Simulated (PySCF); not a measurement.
BF3H3N, SMILES [NH3+][B-](F)(F)F.

Geometry optimised at PBE-D3(BJ)/def2-SVP.

Two levels are set side by side: PBE/def2-TZVP (PySCF) and CAM-B3LYP/def2-TZVP (PySCF). Same geometry, gas phase. Differences are taken from unrounded values.

```
quantity                     CAM-B3LYP    PBE  PBE minus CAM-B3LYP
---------------------------  ---------  -----  -------------------
orbital gap (eV)                 12.33   7.03                -5.30
highest occupied level (eV)     -11.85  -8.11                 3.75
lowest empty level (eV)           0.48  -1.08                -1.56
dipole moment (D)                 6.17   6.00                -0.17
mean polarisability (bohr³)       25.5   27.2                  1.7
```

PBE's occupied levels lie high since its potential decays too fast outside the molecule; exact exchange lowers them and widens the gap. PBE's more diffuse valence density responds more strongly to a field. Differences between two approximate levels are no errors against the true value.

Rough cost on one machine, each run with all the roots and properties that it gave: CAM-B3LYP against PBE within a factor of 2.
